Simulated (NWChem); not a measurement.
FIn in NWChem

```xyz
2

In     0.0000     0.0000    -0.3111
F      0.0000     0.0000     1.6938
```
Charge 0, spin multiplicity 1.

The numbers come from NWChem runs, not from measurements. The geometry was optimised at B3LYP/def2-SVP with def2 effective core potentials on In, a minimum by its harmonic frequencies.

Symmetry labels belong to the abelian group C2v used in the runs, with the axes of the coordinates shown; states degenerate in a higher group split over its labels.

Effective core potentials replace the inner electrons of In; spin-orbit coupling is left out. B3LYP has NWChem's definition, with VWN1-RPA local correlation. The structure started from a generated list of species.

Task: List the lowest 3 singlet excitations that TD-B3LYP/def2-SVPD with def2 effective core potentials on In, VWN1-RPA local correlation gives, with oscillator strengths.

Result: 
```tsv
state	symmetry	energy (eV)	wavelength (nm)	f
1	b1	5.20	239	0.204
2	b2	5.20	239	0.204
3	a2	6.17	201	0.000
```
